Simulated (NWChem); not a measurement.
System: Si4H9, doublet; SMILES [SiH2][SiH]([SiH3])[SiH3]

Parts of the log:

```
             Northwest Computational Chemistry Package (NWChem) 7.3.0
             --------------------------------------------------------

                             Geometry "geometry" -> ""
                             -------------------------

 Output coordinates in angstroms (scale by  1.889725989 to convert to a.u.)

  No.       Tag          Charge          X              Y              Z
 ---- ---------------- ---------- -------------- -------------- --------------
    1 Si                  14.0000    -1.59033900     1.65103800     0.17160200
    2 Si                  14.0000    -0.03214700     0.06188200    -0.56487600
    3 Si                  14.0000    -0.56522900    -2.10651300     0.21072200
    4 Si                  14.0000     2.14757100     0.68359900     0.08362600
    5 H                    1.0000    -2.99168200     1.37213400    -0.26346400
    6 H                    1.0000    -1.58131700     1.84290100     1.65248300
    7 H                    1.0000    -0.08692400     0.04126900    -2.05832100
    8 H                    1.0000     0.40683100    -3.11280900    -0.30404500
    9 H                    1.0000    -1.93098400    -2.49827100    -0.23459700
   10 H                    1.0000    -0.52752200    -2.13753000     1.69885700
   11 H                    1.0000     3.13945600    -0.32205300    -0.38909400
   12 H                    1.0000     2.51141300     2.01063700    -0.48522100
   13 H                    1.0000     2.23861000     0.76707300     1.56776500

 Effective nuclear repulsion energy (a.u.)     313.8206600358

  xc_inp: hfexch multiplicative factor not found.
                              NWChem Property Module
                              ----------------------

  itol2e modified to match energy
  convergence criterion.

                                 NWChem DFT Module
                                 -----------------

 Summary of "ao basis" -> "ao basis" (spherical)
 ------------------------------------------------------------------------------
       Tag                 Description            Shells   Functions and Types
 ---------------- ------------------------------  ------  ---------------------
 Si                        def2-tzvp                13       37   5s5p2d1f
 H                         def2-tzvp                 4        6   3s1p

  itol2e modified to match energy
  convergence criterion.

[...]

          ----------------------
          Hyperfine Interactions
          ----------------------

 Total Spin Density (Fermi Contact Term)
 ------------------ --------------------
     Atom            x         y         z       Density (a.u.)      Aiso(MHz)     Aiso(Gauss)
     1  29-Si    -3.00530   3.12001   0.32428       0.527952       -469.205440    -167.423886
     2  29-Si    -0.06075   0.11694  -1.06746       0.000677         -0.601929      -0.214783
     3  29-Si    -1.06813  -3.98073   0.39821       0.048639        -43.227164     -15.424501
     4  29-Si     4.05832   1.29181   0.15803      -0.002282          2.027672       0.723523
     5   1-H     -5.65346   2.59296  -0.49787      -0.001936         -8.652543      -3.087437
     6   1-H     -2.98826   3.48258   3.12274      -0.002809        -12.554737      -4.479835
     7   1-H     -0.16426   0.07799  -3.88966      -0.000672         -3.002849      -1.071489
     8   1-H      0.76880  -5.88236  -0.57456       0.004219         18.859263       6.729443
     9   1-H     -3.64903  -4.72105  -0.44332      -0.000797         -3.562019      -1.271015
    10   1-H     -0.99687  -4.03935   3.21037      -0.000818         -3.654913      -1.304162
    11   1-H      5.93271  -0.60859  -0.73528      -0.000694         -3.101719      -1.106769
    12   1-H      4.74588   3.79955  -0.91693      -0.000054         -0.240402      -0.085781
    13   1-H      4.23036   1.44956   2.96265       0.000210          0.937266       0.334439

           -------------------------------------------
           Anisotropic Interaction (Spin-Dipolar Term)
           -------------------------------------------

 ------------------------------------------------------------
     Atom            x         y         z
 ------------------------------------------------------------
     1  29-Si    -3.00530   3.12001   0.32428

   Spin-Dipolar term (a.u.)
        xx             yy             zz             xy             xz             yz
 ------------------------------------------------------------------------------------------
      -0.621812       1.013632      -0.391820       0.494299      -0.217533      -0.796112

   Principal Comp. of -hf- tensor (au)            Anisotropic -hfcc- (MHz)               Anisotropic -hfcc- (Gauss)
 --------------------------------------------------------------------------------------------------------------------------
     -0.760975     1.509622    -0.748647      80.727304  -160.146860    79.419556      28.805461   -57.144285    28.338825

   Orientation of the principal axis of Hyperfine Tensor w.r.t absolute (molecular) frame
 --------------------------------------------------------------------------------------------------------------------------
      0.872572     0.245603     0.422253
     -0.380481     0.883831     0.272171
     -0.306354    -0.398148     0.864653

 ------------------------------------------------------------
     Atom            x         y         z
 ------------------------------------------------------------
     2  29-Si    -0.06075   0.11694  -1.06746

   Spin-Dipolar term (a.u.)
        xx             yy             zz             xy             xz             yz
 ------------------------------------------------------------------------------------------
       0.016764      -0.020799       0.004035      -0.033131      -0.011394       0.039557

[...]
```

Level: UHF/def2-TZVP, contact and dipolar terms. Coordinates come from a B3LYP/6-31G* (spherical d), spin-unrestricted optimisation. No stability test was run on the SCF state.

### Question
Reconstruct the input file.

### Answer
Several could match; the one computed here: the input that was run:
```
start job
memory heap 200 mb stack 900 mb global 1100 mb
geometry units angstroms noautosym nocenter noautoz
  Si    -1.590339     1.651038     0.171602
  Si    -0.032147     0.061882    -0.564876
  Si    -0.565229    -2.106513     0.210722
  Si     2.147571     0.683599     0.083626
  H     -2.991682     1.372134    -0.263464
  H     -1.581317     1.842901     1.652483
  H     -0.086924     0.041269    -2.058321
  H      0.406831    -3.112809    -0.304045
  H     -1.930984    -2.498271    -0.234597
  H     -0.527522    -2.137530     1.698857
  H      3.139456    -0.322053    -0.389094
  H      2.511413     2.010637    -0.485221
  H      2.238610     0.767073     1.567765
end
basis spherical
  * library def2-tzvp
end
dft
  odft
  mult 2
  xc hfexch
  iterations 150
  semidirect filesize 400000000
end
property
  hyperfine
end
task dft property
```
